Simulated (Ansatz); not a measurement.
# Worked example: a bond strength in C2F4O (trifluoroacetyl fluoride)

C2F4O has 7 atoms, charge 0, and is taken as a singlet. SMILES: `O=C(F)C(F)(F)F`. Geometry: optimised at wB97X-V/def2-SVP.

```xyz
7

O     1.0654   -1.3966    0.7008
C     0.0885   -0.7961    0.4340
F    -1.1394   -1.1976    0.7385
C     0.0179    0.5518   -0.3064
F    -0.7007    0.4153   -1.4196
F    -0.5672    1.4609    0.4719
F     1.2355    0.9623   -0.6192
```

Wanted: the dissociation energy of the F5–C4 bond into doublet F and doublet C2F3O (shapes relaxed at wB97X-V/def2-SVP, no zero-point term). 1 Eh = 2625.50 kJ/mol = 27.2114 eV. Totals in Eh; open shells run unrestricted unless said.

```
           level  program        C2F4O   doublet F  doublet C2F3O
     HF/def2-SVP   Ansatz  -547.914981  -99.284051    -448.501033
PBE0-D4/def2-SVP   Ansatz  -549.854098  -99.549058    -450.117865
wB97M-V/def2-SVP   Ansatz  -550.254147  -99.614309    -450.443310
```

Q: Work out the dissociation energy at each level.

A: 
1. HF/def2-SVP: (-99.284051) + (-448.501033) − (-547.914981) = 0.129897 Eh = 341.0 kJ/mol = 3.53 eV.
2. PBE0-D4/def2-SVP: (-99.549058) + (-450.117865) − (-549.854098) = 0.187175 Eh = 491.4 kJ/mol = 5.09 eV.
3. wB97M-V/def2-SVP: (-99.614309) + (-450.443310) − (-550.254147) = 0.196528 Eh = 516.0 kJ/mol = 5.35 eV.

The levels span 341 to 516 kJ/mol; no measured value is set beside them. Hartree–Fock lacks the correlation of the electrons that are unpaired, so it comes out low. A bond enthalpy at 298 K also holds the loss of zero-point energy and thermal terms.
